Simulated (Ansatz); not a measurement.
`I[SiH]1CS1` + H₂ → `C1[SiH2]S1` + HI at 600 K and 1 bar (hydrogenolysis of the Si–I bond).

Program: Ansatz. Geometries: PBE0-D4/def2-TZVP. ΔE: electronic, gas phase. CBS: MP2 limit from def2 TZ/QZ plus the TZ coupled-cluster correction, frozen cores. This one scheme is used for every species. def2 core potentials past Kr. For I outer-core shells are correlated without core-valence functions, which leaves a few kJ/mol of doubt a bond.

```csv
species,CCSD(T)/CBS energy (Eh),H − E (kJ/mol),S (J/(mol·K))
`I[SiH]1CS1`,-1024.19180,146.7,399.4
H₂,-1.17544,43.9,150.8
`C1[SiH2]S1`,-727.30403,157.3,336.9
HI,-298.03592,31.6,227.0
```

H − E and S are ideal-gas, rigid-rotor, harmonic terms from PBE0-D4/def2-TZVP, for one conformer and one mirror image of each species. The MP2-based limit puts H₂ 0.8 mEh under its directly extrapolated value; such offsets cancel only in part. 1 Eh = 2625.50 kJ/mol, R = 8.31446 J/(mol·K).

Problem. By hand: ΔE, ΔH, ΔS and ΔG.

Solution. ΔE = (-727.30403) + (-298.03592) − (-1024.19180) − (-1.17544) = 0.02729 Eh = 71.6 kJ/mol. Δ(H − E) = 157.3 + 31.6 − 146.7 − 43.9 = -1.7, so ΔH = 69.9 kJ/mol. ΔS = 336.9 + 227.0 − 399.4 − 150.8 = 13.7 J/(mol·K). ΔG = 69.9 − 600 × (13.7)/1000 = 61.7 kJ/mol.

Problem. By hand: the equilibrium constant, and the temperature at which ΔG would vanish if ΔH and ΔS stayed fixed.

Solution. log₁₀ K = −ΔG/(RT ln 10) = -5.4. ΔG = 0 at ΔH/ΔS = 5102 K, far beyond where these terms or the molecules hold.

The number of gas molecules stays the same, so ΔS is small and ΔH decides. A doubt of 5 kJ/mol in ΔE shifts log₁₀ K by 0.4 here. Other conformers and mirror images would add mixing entropy, several J/(mol·K) or more a flexible species. These are equilibria of isolated gas molecules and say nothing of rates. Largest T1 diagnostic: 0.012 (customary marks: 0.02 for closed shells, 0.045 for open ones).
